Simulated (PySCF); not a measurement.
# What a mistake does to a calculation on CGeH5OSi cation

All numbers below are calculated, not measured. They come from PySCF 2.14.0, an open-source quantum chemistry program, on an isolated molecule that a program drew, which may never have been made. The molecule is CGeH5OSi cation (charge +1, singlet), drawn as the SMILES string `[SiH2+]O[CH]=[GeH2]`.

Each row is a Hartree-Fock (HF) and frozen-core CCSD(T) single point in the cc-pV(D+d)Z basis, meant for a local HF minimum. Run 1 is clean. Each other run has one planted mistake out of seven kinds, and not every kind appears here: one electron removed, one electron added, multiplicity raised by two, geometry at a saddle point, minimal basis STO-3G, one bond length entered in bohr, all coordinates scaled. The reference is restricted for singlets and unrestricted otherwise, and also for a bond in bohr. Adding or removing an electron swaps singlet and doublet. Electrons count all cores. HOMO and LUMO are orbital energies over both spins, the gradient is its largest component, and the lowest frequency (negative if imaginary) is given only where the gradient is small. Bond lengths are over the 8 bonds as drawn. T1 is the CCSD diagnostic: over 0.02 (restricted) or 0.045 (unrestricted) a single reference is doubtful. Germanium has the cc-pVDZ-PP basis, with a core potential (ECP10MDF) in place of its 10 inner electrons, and its 3s, 3p and 3d shells are frozen in CCSD(T).

Geometry of the clean run:
```xyz
9
CGeH5OSi cation, angstrom
Si   -0.3653    2.2150   -0.8660
O     0.4216    0.9603   -0.4081
C     1.6110    0.2335   -0.6170
Ge    1.9401   -1.2447    0.3089
H    -1.6433    2.4360   -0.2104
H     0.1745    3.0969   -1.8940
H     2.2572    0.6659   -1.3675
H     0.9649   -1.7612    1.3370
H     3.2274   -1.9797    0.0432
```

| run | electrons | basis functions | <S^2> | HOMO (eV) | LUMO (eV) | gradient (hartree/bohr) | lowest frequency (cm^-1) | mean bond (Å) | longest bond (Å) | T1 | HF (hartree) | CCSD(T) (hartree) | mistake |
|---|---|---|---|---|---|---|---|---|---|---|---|---|---|
| 1 | 64 | 99 | 0.000 | -12.42 | -4.49 | 8.7e-06 | 108 | 1.4676 | 1.775 | 0.0211 | -697.62328 | -698.17857 | no fault |
| 2 | 63 | 99 | 0.759 | -21.22 | -10.27 | 7.7e-02 | - | 1.4676 | 1.775 | 0.0184 | -697.21991 | -697.71796 | one electron removed |
| 3 | 64 | 99 | 0.000 | -12.02 | -4.60 | 3.8e-02 | - | 1.5630 | 1.890 | 0.0254 | -697.58662 | -698.16160 | all coordinates scaled |
| 4 | 64 | 99 | 1.306 | -12.12 | -4.74 | 2.9e-02 | - | 1.6354 | 2.850 | 0.0595 | -697.52592 | -698.05685 | ? |

**Which mistake was planted in run 4, and what did it cost?**

The mean bond changes by a factor of 1.114 and the longest by 1.606, so the molecule wasn't scaled as a whole. A length L in bohr read as angstrom grows by (1/0.5292 - 1) L = 0.890 L. The 8 bonds together grew by 8 x 0.1678 = 1.342 Å, which gives L = 1.509 Å. That is the length of one of the Ge-H bonds, 1.508 Å in the clean geometry. So the mistake is: one bond length entered in bohr. Subtracting run 1 and multiplying by 627.51 kcal/mol a hartree, the energy moved by 61.1 kcal/mol in HF and 76.4 kcal/mol in CCSD(T).

Cautions from the logs. Run 1: T1 is over the limit, so its CCSD(T) energy is less reliable; run 3: T1 is over the limit, so its CCSD(T) energy is less reliable; run 4: T1 is over the limit, so its CCSD(T) energy is less reliable.
